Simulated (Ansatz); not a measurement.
The first iterations of a band of Cl₂GaH (4 atoms, charge 0, multiplicity 1).

Level of theory: Ansatz, RKS B3LYP-D4/def2-SVP.

```json
{
 "movable images": "5",
 "climbing image": "yes",
 "spring": "0.5 eV/Å²",
 "optimiser": "quadratic models (default)",
 "start path": "through a guess of the saddle point",
 "force threshold": "0.05 eV/Å",
 "iteration limit": "60",
 "end points": "relaxed"
}
```

First end point:

```xyz
4
Properties=species:S:1:pos:R:3
Ga 0.317 0.000 0.384
H 0.091 0.000 1.917
Cl 2.282 0.000 -0.488
Cl -1.313 0.000 -1.018
```

Last end point:

```xyz
4
Properties=species:S:1:pos:R:3
Ga -1.297 0.000 0.414
H 2.013 0.000 1.750
Cl 1.979 0.000 0.459
Cl -1.317 0.000 -1.827
```

| iteration | highest image above the first end (eV) | largest band force component (eV/Å) |
| --- | --- | --- |
| 1 | 2.837 | 4.596 |
| 2 | 2.180 | 0.806 |
| 3 | 2.470 | 0.877 |

Task: Does the band converge within its limit, and where does its top end?

Result: The run converged. It ended after 9 iterations with the highest image 2.156 eV above the first end. Another band between the same ends (5 images) ends at a top of the same energy, where a vibrational analysis finds 1 clearly imaginary mode. The orbitals stay closed-shell, which can raise the energy where a bond breaks towards radicals; this wasn't checked here.

Time of the run: 2.2 min on 1 thread of Arm Neoverse V2 (shared host), peak memory 0.15 GiB.
